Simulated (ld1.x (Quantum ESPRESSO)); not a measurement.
**Mn, TM: configuration errors across variants**

```
Element                 : Mn (Z = 25)
Generator               : ld1.x (Quantum ESPRESSO) 7.5
Type                    : norm-conserving Troullier–Martins (Kleinman–Bylander form)
Functional              : LDA (PZ)
Relativity              : scalar-relativistic
Frozen core             : [Ne] 3s2
Valence charge          : 13
Reference configuration : 3p6 3d5 4s0 4p0 (charge +2)
Partial waves           : 3p (bound): rc 0.95 bohr; 3d (bound): rc 1.55 bohr; 4s (bound, empty): rc 2.35 bohr
Local potential         : the s channel
Core correction         : none
```

All-electron excitation energies from the reference (eV): (1) 3p6 3d5 4s2 4p0 -24.531; (2) 3p6 3d5 4s1 4p0 -15.877; (3) 3p6 3d4 4s0 4p0 32.811; (4) 3p6 3d3 4s0 4p0 83.852; (5) 3p6 3d6 4s1 4p0 -24.928; (6) 3p6 3d5.5 4s1.5 4p0 -25.036; (7) 3p6 3d6 4s0 4p0 -17.507; (8) 3p6 3d5 4s0 4p0 spin -5.471; (9) 3p6 3d5 4s2 4p0 spin -29.585.

Spin tests fill each open shell by Hund’s rule, majority spin first.

3 further variants failed, have other tests or another functional or relativity, and are left out.

A true bound ghost makes a file unfit for plane-wave use even where its test errors are small: the radial tests pick states by their node count and pass the ghost by.

Errors AE − PS in meV (a dash: test not solved or not reliable):

| change | (1) | (2) | (3) | (4) | (5) | (6) | (7) | (8) | (9) | bound ghosts |
| --- | --- | --- | --- | --- | --- | --- | --- | --- | --- | --- |
| base | -12 | -4.6 | -247 | -908 | -104 | -17 | -171 | +1186 | +1134 | none |
| all radii scaled by about 1.19 (s 2.80, p 1.14, d 1.84 bohr) | +1.0 | -3.0 | -172 | -458 | -102 | -21 | -151 | +1108 | +1061 | none |
| wave 3p (bound): rc 0.95 bohr becomes 3p (bound): rc 0.82 bohr | -12 | -4.6 | -248 | -910 | -104 | -17 | -171 | +1183 | +1130 | none |
| wave 3d (bound): rc 1.55 bohr becomes 3d (bound): rc 2.26 bohr | +5.5 | +0.9 | +18 | +557 | -83 | -21 | -93 | +1014 | +968 | none |
| wave 4s (bound): rc 2.35 bohr becomes 4s (bound): rc 2.64 bohr | -7.8 | -4.5 | -255 | -938 | -106 | -18 | -173 | +1186 | +1135 | none |
| all radii scaled by about 1.26 (s 2.96, p 1.20, d 1.96 bohr) | +4.9 | -3.8 | -121 | -167 | -101 | -26 | -136 | +1075 | +1029 | none |
| local potential the p channel | -10.0 | -3.2 | +7.0 | +104 | +25 | +21 | -3.6 | +1205 | +1139 | s |

Task: Give the same row for: core correction a·sin(br)/r model core inside 0.60 bohr.

Result: –, -8.8, -267, -1012, -116, -27, -180, +339, +327; bound ghosts: none.
